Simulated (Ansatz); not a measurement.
Geometry optimisation, RKS B3LYP/6-31G* (Ansatz 0.2.0).

Input:

```yaml
crystal:
  periodic: [false, false, false]
  atoms:
    - { symbol: Al, position_ang: [0.123735, 0.627219, -0.415867] }
    - { symbol: Cl, position_ang: [-0.098618, -0.234046, 2.900462] }
    - { symbol: "N", position_ang: [1.694758, 0.010057, -0.971878] }
    - { symbol: H, position_ang: [1.848109, -0.950602, -1.256756] }
    - { symbol: H, position_ang: [2.577319, 0.499631, -0.902733] }
    - { symbol: H, position_ang: [-1.246711, -0.096521, -0.718755] }
    - { symbol: "N", position_ang: [0.062521, 2.252773, 0.524138] }
    - { symbol: H, position_ang: [0.876154, 2.850377, 0.613212] }
    - { symbol: H, position_ang: [-0.784014, 2.813406, 0.538763] }
    - { symbol: H, position_ang: [-0.082952, 1.008907, 2.388414] }
basis:
  gaussian: { orbitals: "6-31G*" }
hamiltonian:
  xc: b3lyp
relax:
  f_tol: 0.03
  max_steps: 50
```

Command:

```bash
$ ansatz run input.yaml --threads 1 --pin off --max-ram 2048MiB --backend cpu --events-out ev --progress --plain --runs-dir out
```

Q: Where does it end, and by what steps?

A: It converged. After 10 steps the energy has fallen by 0.248 eV; Cl2 moved furthest, 0.95 Å.

| step | energy less start (eV) | largest force component (eV/Å) | accepted |
| --- | --- | --- | --- |
| 0 | 0.0000 | 1.268 | yes |
| 1 | -0.1179 | 0.611 | yes |
| 2 | -0.1791 | 0.444 | yes |
| 3 | -0.2127 | 0.197 | yes |
| 4 | -0.2253 | 0.219 | yes |
| 5 | -0.2333 | 0.155 | yes |
| 6 | -0.2355 | 0.263 | yes |
| 7 | -0.2433 | 0.117 | yes |
| 8 | -0.2462 | 0.134 | yes |
| 9 | -0.2473 | 0.087 | yes |
| 10 | -0.2477 | 0.011 | yes |

```xyz
10
Properties=species:S:1:pos:R:3
Al 0.117 0.584 -0.565
Cl -0.072 0.552 3.430
N 1.717 0.017 -1.076
H 1.854 -0.770 -1.699
H 2.610 0.337 -0.721
H -1.221 -0.024 -1.134
N 0.021 1.913 0.693
H 0.814 2.534 0.837
H -0.828 2.472 0.728
H -0.041 1.168 2.207
```

The run took 50 s on 1 thread of AMD EPYC 7R43 64-Core Processor (Zen 3) (shared host), peak memory 0.17 GiB.
